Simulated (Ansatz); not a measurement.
XCu4 (charge +1): PBE0-D4/def2-TZVP single points in Ansatz on relaxed structures, gas phase. Each cluster is the lowest isomer that a short search found in that spin, judged at the geometry's level, and lower ones may exist. Core potentials for Y, Zr, no spin–orbit coupling. HOMO and LUMO are taken over both spins. The spins of the ions were chosen, not always searched. A dash marks a value that wasn't run or was left out as unsound. The structures are stationary points that may keep the symmetry of their start. Remarks come from the PBE and PBE0 runs and from stability tests at other levels; not every state was tested. HOMO above LUMO (over both spins in singlets and doublets, within one spin in higher multiplets; at PBE or PBE0), or a gap under 0.15 eV within one spin, warns that the state may not be the lowest or that an electron is smeared out.

```csv
species,atoms,state,geometry,HOMO (eV),LUMO (eV),gap (eV),vertical EA (eV),lowest of the spins relaxed,point group (within 0.1 Å),remarks
Cu4O⁺,5,doublet; reduced ion singlet,B3LYP-D4/def2-SVP,-10.48,-7.82,2.66,6.24,"doublet, of doublet/quartet",–,gap within one spin near zero at PBE or PBE0 (quartet)
ZrCu4⁺,5,doublet; reduced ion triplet,PBE-D4/def2-SVP,-9.11,-6.94,2.17,5.75,"quartet (-0.16 eV), of doublet/quartet",C2v,"quartet lower at PBE0, spin-contaminated (⟨S²⟩ up to 1.08)"
YCu4⁺,5,singlet,r2SCAN-D4/def2-SVP,-8.79,-6.93,1.86,–,–,–,restricted SCF unstable in HF
```

The gap (eV) runs from 1.86 (YCu4⁺) to 2.66 (Cu4O⁺).
